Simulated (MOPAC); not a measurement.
MOPAC input (AM1):

```
AM1 PRECISE GNORM=0.05 LET XYZ CHARGE=2 GEO-OK AUX(PRECISION=9) THREADS=1
Hg2

Hg   -0.00000000 1   -0.00000000 1   -1.35891400 1
Hg    0.00000000 1    0.00000000 1    1.35891400 1
```

From the output:

```
                                                       MOPAC v23.2.5 Linux

          FINAL HEAT OF FORMATION =        574.80722 KCAL/MOL =    2404.99343 KJ/MOL

          COSMO AREA              =         69.56 SQUARE ANGSTROMS
          COSMO VOLUME            =         48.50 CUBIC ANGSTROMS

          GRADIENT NORM           =          0.00874          =       0.00618 PER ATOM
          IONIZATION POTENTIAL    =         22.960258 EV
          HOMO LUMO ENERGIES (EV) =        -22.960-15.145
          NO. OF FILLED LEVELS    =          1
          MOLECULAR WEIGHT        =        401.1800         POINT GROUP:  D*h

          MOLECULAR DIMENSIONS (Angstroms)

            Atom       Atom       Distance
           Hg     2   Hg     1     2.60830
           Hg     2   Hg     1     0.00000
           Hg     1   Hg     2     0.00000

          SCF CALCULATIONS        =          5

   ATOM   CHEMICAL          X               Y               Z
  NUMBER   SYMBOL      (ANGSTROMS)     (ANGSTROMS)     (ANGSTROMS)

     1      Hg          0.00000000  *   0.00000000  *  -1.30414876  *
     2      Hg         -0.00000000  *  -0.00000000  *   1.30414876  *

                             CARTESIAN COORDINATES

   1   Hg        0.000000000     0.000000000    -1.304148756
   2   Hg       -0.000000000    -0.000000000     1.304148756

           Empirical Formula: Hg2  =     2 atoms

      MOLECULAR POINT GROUP   :   D*h

                  EIGENVALUES
 -22.96026 -15.14461  -8.28389  -7.16136  -7.16136  -4.09157  -4.09157  -3.96061

              NET ATOMIC CHARGES AND DIPOLE CONTRIBUTIONS

  ATOM NO.   TYPE          CHARGE      No. of ELECS.   s-Pop       p-Pop
    1         Hg           1.000000        1.0000     0.86559     0.13441
    2         Hg           1.000000        1.0000     0.86559     0.13441
 DIPOLE           X         Y         Z       TOTAL
 POINT-CHG.    -0.000    -0.000     0.000     0.000
 HYBRID         0.000     0.000    -0.000     0.000
 SUM            0.000     0.000     0.000     0.000

          ATOMIC ORBITAL ELECTRON POPULATIONS

     Atom    s        px        py        pz
    1 Hg   0.86559   0.00000   0.00000   0.13441
    2 Hg   0.86559   0.00000   0.00000   0.13441

 **********************
 *                    *
 * JOB ENDED NORMALLY *
 *                    *
 **********************

 == MOPAC DONE ==
```

The dipole moment of an ion depends on the origin.

The geometry given is a B3LYP-D3(BJ)/def2-TZVP minimum.
